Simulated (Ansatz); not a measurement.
C2H7NSi can be A, `CC[Si]N`, or B, `NC1C[SiH2]1`.

Gas-phase electronic energies from Ansatz, PBE0-D4/def2-TZVP geometries. CCSD(T)/CBS adds triple-zeta CCSD(T) − MP2 to the extrapolated MP2 energy (def2 sets, frozen cores). Functionals use def2-TZVPP. B3LYP here is the variant with VWN-RPA as its local correlation; programs differ in this. Each species was taken in one conformer, which may not be the lowest.

Which isomer does CCSD(T)/CBS put lower? Give the gap. (An estimate is asked.)

Ansatz gave: A, by 33.5 kcal/mol.

Give E(B) − E(A) in kcal/mol with CCSD(T)/def2-TZVPP, PBE0-D4, CCSD(T)/def2-SVP, r2SCAN-D4, B3LYP, HF/def2-TZVPP, B2PLYP. (An estimate is asked.)

Computed: CCSD(T)/def2-TZVPP 33.7, PBE0-D4 30.4, CCSD(T)/def2-SVP 32.7, r2SCAN-D4 30.1, B3LYP 34.1, HF/def2-TZVPP 35.3, B2PLYP 33.7. None reverses the order clearly.

Does the order hold for the free energy at 298.15 K (harmonic terms from PBE0-D4)? (An estimate is asked.)

The calculation gave: Yes: G(B) − G(A) = +31.5 kcal/mol, for one conformer each.

Largest T1 diagnostic: 0.013.

In def2-TZVPP, CCSD(T) changes the Hartree–Fock value by −1.5 kcal/mol (the triples alone add −0.5 kcal/mol) and MP2 by −3.4 kcal/mol. Leaving LDA and LC-ωPBE aside and taking each functional with its dispersion term where it has one, the values, not all of them listed here, spread over 5.4 kcal/mol, from r2SCAN-D4 to BLYP-D4. LDA lies −2.0 kcal/mol from PBE without D4.
